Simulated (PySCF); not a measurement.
Compound: C3H12Ge2Si.
Numbering: `[CH2:1]=[CH:2][Ge@@H:3]([CH3:4])[GeH2:5][SiH3:6]`

The calculation used delta-SCF UKS SCAN, pcX-2 on the ionised atom, pcseg-1 elsewhere, spin-free X2C (PySCF). Each binding energy is the total energy of the core-ionised species, with the hole localised on one atom, minus that of the ground state; both are solved self-consistently, so orbital relaxation is included.

Some binding energies are withheld.

```
atom(s)                  bonded to     level  binding energy (eV)
     C1    C (double bond) and 2 H      C 1s               290.24
     C2  C (double bond), H and Ge      C 1s                    ?
     C4                 3 H and Ge      C 1s               290.03
    Si6                 3 H and Ge     Si 1s              1846.09
    Si6                 3 H and Ge  Si 2p3/2                    ?
```

(1) What is the C 1s binding energy of C2?

(2) What is the Si 2p3/2 binding energy of Si6?

## Answers

(1) 290.00 eV (alkene CH carbon). The nearest listed C 1s value is that of C4; the shift against it is -0.03 eV.

(2) 106.40 eV (SiH3 silicon), with 2p1/2 at 107.02 eV.

The 3 C 1s values lie within 0.24 eV of each other; Gaussian lines of 0.5 eV full width would blend them into one maximum.

**Question.** Which effective nuclear charge Zeff reproduces each element's mean 1s value in the hydrogen-like formula E = 13.606 eV × Zeff²?

**Answer.** C (Z = 6): mean 290.1 eV, Zeff = 4.62, Z − Zeff = 1.38; Si (Z = 14): mean 1846.1 eV, Zeff = 11.65, Z − Zeff = 2.35. Means run over the listed sites, weighted by atom count.

2p3/2 and 2p1/2 are the ΔSCF energy of one spin-free 2p hole plus the eigenvalues of a spin–orbit and ligand-field matrix of the shell. 2p1/2 minus 2p3/2 (ligand field included): Si 0.62 eV. No level of germanium is listed. One conformer (not necessarily the lowest) at the PBE0-D3(BJ)/def2-SVP geometry, without solvent, vibrations or thermal averaging.

Hardware: one thread, Arm Neoverse V2 (aarch64), on a shared host. Cost: 51 s of wall time, 0.86 GiB resident at most.

Conformer computed: `[CH2:1]=[CH:2][Ge@@H:3]([CH3:4])[GeH2:5][SiH3:6]`: C1–C2–Ge3–C4 -127°, C2–Ge3–Ge5–Si6 -60°.
